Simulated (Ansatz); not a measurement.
Species: BCl (charge +1, doublet). 
Geometry from a B3LYP-D3(BJ)/def2-TZVP (Ansatz, a quantum-chemistry and plane-wave program) optimisation:
```
B
Cl 1 1.6002
```
Charge +1, spin multiplicity 2.

Basis-set convergence of Hartree-Fock and CCSD correlation energies (hartree) with Ansatz. Correlated levels leave the core frozen unless marked. Open shells are spin-unrestricted. No spin-orbit coupling. Non-relativistic.

| basis | functions | E(HF) | E(corr, CCSD) |
|---|---|---|---|
| def2-SVPD | 47 | -483.64478 | -0.19868 |
| def2-TZVPPD | 88 | -483.82787 | -0.24930 |
| def2-QZVPPD | 142 | -483.84135 | -0.26774 |

Extrapolating the two largest sets (X = 3 and 4) as X^-3: E(corr) = (64·(-0.26774) - 27·(-0.24930))/37 = -0.2812 Eh, an estimate of the basis-set limit. The largest set recovers 95.2 % of it, the smallest 70.7 %.
